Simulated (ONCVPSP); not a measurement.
Logarithmic derivatives: Nd (Z = 60), ONCV

- Element: neodymium
- Generator: ONCVPSP 4.0.1
- Type: optimised norm-conserving Vanderbilt (ONCV)
- Functional: PBE
- Relativity: scalar-relativistic
- Frozen core: [Kr] 4d10
- Valence charge: 14
- Reference configuration: 4f4 5s2 5p6 6s2
- Partial waves: 5s+6s: rc 2.55 bohr, ncon 3, nbas 8, qcut 5.9 1/bohr, 2 projectors; 5p: rc 1.90 bohr, ncon 4, nbas 7, qcut 4 1/bohr, 1 projector; d scattering state at 0.03 Ha: rc 2.75 bohr, ncon 4, nbas 8, qcut 3.1 1/bohr, 1 projector; 4f: rc 1.05 bohr, ncon 4, nbas 9, qcut 14.9 1/bohr, 2 projectors, debl 3.2 Ha
- Local potential: polynomial inside 1.00 bohr (lpopt 5, dvloc0 1 Ha)
- Core correction: none

In the d channel the program set the typed energies aside and used 0.050 Ha.

The phase is arctan(r·R′/R) of the radial function R(r), unwrapped; energies in Ha, scanned from -3 to 5 Ha. A pole is an energy at which the radial function vanishes at the test radius. The pseudo phase is shifted by a multiple of π to meet the all-electron one at the reference energy, and phase errors are pseudo minus all-electron; the curves can meet again beyond the range given. Levels narrower than the energy grid can be missing from the lists of poles.

| channel | radius (bohr) | reference energy (Ha) | poles, all-electron | poles, pseudo | unbroken range about the reference energy with phases within 0.05 rad | phase error 1 Ha above the reference energy (rad) |
| --- | --- | --- | --- | --- | --- | --- |
| s | 2.59 | -0.13 | -1.36, 2.46 | -1.36, 2.40 | below 3.6 | -0.001 |
| p | 1.93 | -0.81 | 0.47 | -1.77, 0.51 | -1.3 to 3.2 | +0.004 |
| d | 2.80 | 0.05 | 0.49, 3.71 | 0.49, 2.39, 4.56 | below 1.4 | -0.005 |
| f | 1.07 | -0.06 | 2.05 | 2.05 | the whole range | +0.000 |

Note: ghosts flagged at negative energy: s at -180.4 eV, p at -48.4 eV; GHOST(+) flagged for d at 66.8 eV. A true bound ghost makes a file unfit for plane-wave use.

Phases in the p channel:

```
E (Ha)  all-electron  pseudo
 -2.98         1.172   4.301
 -2.76         1.129   4.253
 -2.54         1.070   4.185
 -2.32         0.989   4.086
 -2.10         0.867   3.916
 -1.88         0.674   3.433
 -1.66         0.352   0.651
 -1.44        -0.130  -0.040
 -1.22        -0.625  -0.606
 -1.00        -0.966  -0.964
 -0.78        -1.172  -1.172
 -0.56        -1.302  -1.300
 -0.34        -1.390  -1.387
 -0.12        -1.454  -1.451
  0.10        -1.504  -1.500
  0.32        -1.546  -1.540
  0.54        -1.581  -1.575
  0.76        -1.613  -1.607
  0.98        -1.643  -1.636
  1.20        -1.673  -1.665
  1.42        -1.703  -1.695
  1.64        -1.736  -1.727
  1.86        -1.772  -1.763
  2.08        -1.815  -1.806
  2.30        -1.868  -1.859
  2.52        -1.936  -1.929
  2.74        -2.030  -2.029
  2.96        -2.170  -2.184
  3.18        -2.393  -2.446
  3.40        -2.756  -2.891
  3.62        -3.255  -3.459
  3.84        -3.711  -3.890
  4.06        -4.008  -4.141
  4.28        -4.190  -4.290
  4.50        -4.306  -4.385
  4.72        -4.385  -4.451
  4.94        -4.442  -4.499
```
